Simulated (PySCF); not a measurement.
C$_{4}$H$_{4}$N (SMILES [c]1cc[nH]c1), doublet (typed; the unrestricted solution is spin-contaminated), geometry from GFN2-xTB; MP2/6-311G** (PySCF).

The PySCF input:
```python
from pyscf import gto, scf, mp

mol = gto.M(
    atom='''
H    -0.02216819    0.02578181    2.07218703
N    -0.01100368    0.03722541    1.06501021
C     0.01577759    1.15962534    0.28207507
C    -0.02026850   -1.06664492    0.26860244
C     0.02280243    0.72853871   -1.00533804
C     0.00054728   -0.66735377   -1.04553609
H     0.02721740    2.14433730    0.70122733
H    -0.04086179   -2.05616890    0.68202308
H    -0.00031443   -1.29952021   -1.90932923
''',
    basis='6-311g**',
    spin=1,
    verbose=4,
)

mf = scf.UHF(mol)
mf.kernel()

pt = mp.MP2(mf, frozen=5)
pt.kernel()
print('E(MP2) = %.10f' % pt.e_tot)
```

The log (banner, timings and long lists left out):

```
PySCF version 2.14.0

[INPUT] verbose = 4
[INPUT] num. atoms = 9
[INPUT] num. electrons = 35
[INPUT] charge = 0
[INPUT] spin (= nelec alpha-beta = 2S) = 1
[INPUT] symmetry False subgroup None
[INPUT] Mole.unit = angstrom
[INPUT] Symbol           X                Y                Z      unit          X                Y                Z       unit  Magmom
[INPUT]  1 H     -0.022168190000   0.025781810000   2.072187030000 AA   -0.041891807777   0.048720559896   3.915865965576 Bohr   0.0
[INPUT]  2 N     -0.011003680000   0.037225410000   1.065010210000 AA   -0.020793941562   0.070345829775   2.012577616766 Bohr   0.0
[INPUT]  3 C      0.015777590000   1.159625340000   0.282075070000 AA    0.029815324006   2.191374299706   0.533044628868 Bohr   0.0
[INPUT]  4 C     -0.020268500000  -1.066644920000   0.268602440000 AA   -0.038301913956  -2.015666770959   0.507585047990 Bohr   0.0
[INPUT]  5 C      0.022802430000   0.728538710000  -1.005338040000 AA    0.043090347675   1.376738633044  -1.899813558207 Bohr   0.0
[INPUT]  6 C      0.000547280000  -0.667353770000  -1.045536090000 AA    0.001034209313  -1.261115853496  -1.975776863449 Bohr   0.0
[INPUT]  7 H      0.027217400000   2.144337300000   0.701227330000 AA    0.051433431823   4.052210215689   1.325127604760 Bohr   0.0
[INPUT]  8 H     -0.040861790000  -2.056168900000   0.682023080000 AA   -0.077217592059  -3.885596086848   1.288836831832 Bohr   0.0
[INPUT]  9 H     -0.000314430000  -1.299520210000  -1.909329230000 AA   -0.000594186585  -2.455737290237  -3.608109326327 Bohr   0.0

nuclear repulsion = 153.694130368473
number of shells = 56
number of NR pGTOs = 187
number of NR cGTOs = 114
basis = 6-311g**
ecp = {}

******** <class 'pyscf.scf.uhf.UHF'> ********
method = UHF
initial guess = minao
damping factor = 0
level_shift factor = 0
DIIS = <class 'pyscf.scf.diis.CDIIS'>
diis_start_cycle = 1
diis_space = 8
diis_damp = 0
SCF conv_tol = 1e-09
SCF conv_tol_grad = None
SCF max_cycles = 50
direct_scf = True
direct_scf_tol = 1e-13
number electrons alpha = 18  beta = 17
Set gradient conv threshold to 3.16228e-05
init E= -209.790064414326

cycle= 1 E= -208.116566613185  delta_E= 1.67  |g|= 0.305  |ddm|= 1.84
cycle= 2 E= -208.184919757582  delta_E= -0.0684  |g|= 0.14  |ddm|= 0.407
cycle= 3 E= -208.195782984918  delta_E= -0.0109  |g|= 0.0688  |ddm|= 0.169
cycle= 4 E= -208.199502692448  delta_E= -0.00372  |g|= 0.0184  |ddm|= 0.0802
cycle= 5 E= -208.200194327567  delta_E= -0.000692  |g|= 0.0122  |ddm|= 0.0326
cycle= 6 E= -208.200651527918  delta_E= -0.000457  |g|= 0.00946  |ddm|= 0.0279
cycle= 7 E= -208.201040548344  delta_E= -0.000389  |g|= 0.0081  |ddm|= 0.0274
cycle= 8 E= -208.20153668248  delta_E= -0.000496  |g|= 0.00703  |ddm|= 0.0386
cycle= 9 E= -208.202089770757  delta_E= -0.000553  |g|= 0.00577  |ddm|= 0.0514
cycle= 10 E= -208.20252278419  delta_E= -0.000433  |g|= 0.00436  |ddm|= 0.0543
cycle= 11 E= -208.202763946292  delta_E= -0.000241  |g|= 0.00262  |ddm|= 0.0432
cycle= 12 E= -208.202855907596  delta_E= -9.2e-05  |g|= 0.00141  |ddm|= 0.0407
cycle= 13 E= -208.202861409443  delta_E= -5.5e-06  |g|= 0.000657  |ddm|= 0.00493
cycle= 14 E= -208.202862414118  delta_E= -1e-06  |g|= 0.00031  |ddm|= 0.00184
cycle= 15 E= -208.202862849355  delta_E= -4.35e-07  |g|= 0.000134  |ddm|= 0.00309
cycle= 16 E= -208.202862896437  delta_E= -4.71e-08  |g|= 6.18e-05  |ddm|= 0.00073
cycle= 17 E= -208.202862904839  delta_E= -8.4e-09  |g|= 3.37e-05  |ddm|= 0.000174
cycle= 18 E= -208.202862910395  delta_E= -5.56e-09  |g|= 1.79e-05  |ddm|= 0.000213
cycle= 19 E= -208.202862911548  delta_E= -1.15e-09  |g|= 8.89e-06  |ddm|= 6.31e-05
cycle= 20 E= -208.202862911832  delta_E= -2.84e-10  |g|= 4.15e-06  |ddm|= 5.63e-05
Extra cycle  E= -208.202862911857  delta_E= -2.55e-11  |g|= 2.89e-06  |ddm|= 5.75e-06
converged SCF energy = -208.202862911857  <S^2> = 0.9428051  2S+1 = 2.1843123

******** <class 'pyscf.mp.ump2.UMP2'> ********
nocc = (np.int64(13), np.int64(12)), nmo = (109, 109)
frozen orbitals 5
E(UMP2) = -208.887062121653  E_corr = -0.684199209795306
E(SCS-UMP2) = -208.864856186693  E_corr = -0.661993274835074
E_corr(same-spin) = -0.1835143579838
E_corr(oppo-spin) = -0.500684851811506
E(MP2) = -208.8870621217
```
